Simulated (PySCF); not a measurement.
hexafluorodisilane (F6Si2), SMILES F[Si](F)([Si](F)(F)F)F.

Geometry optimised at PBE0-D3(BJ)/def2-SVP. One conformer was computed; it need not be the lowest.

Two levels are set side by side: PBE/def2-TZVP (PySCF) and r2SCAN/def2-TZVP (PySCF). Same geometry, gas phase. Differences are taken from unrounded values.

```
quantity                       PBE
---------------------------  -----
orbital gap (eV)              7.06
highest occupied level (eV)  -9.00
lowest empty level (eV)      -1.94
mean polarisability (bohr³)   45.1
```

Question: These are the PBE values. What does r2SCAN give? (Estimate from the structure and the level; the computed values follow.)

Answer: 
| quantity | r2SCAN | PBE minus r2SCAN |
|---|---|---|
| orbital gap (eV) | 7.70 | -0.64 |
| highest occupied level (eV) | -9.39 | 0.39 |
| lowest empty level (eV) | -1.68 | -0.26 |
| mean polarisability (bohr³) | 42.8 | 2.3 |

Rough cost on one machine, each run with all the roots and properties that it gave: r2SCAN against PBE about 3 times.
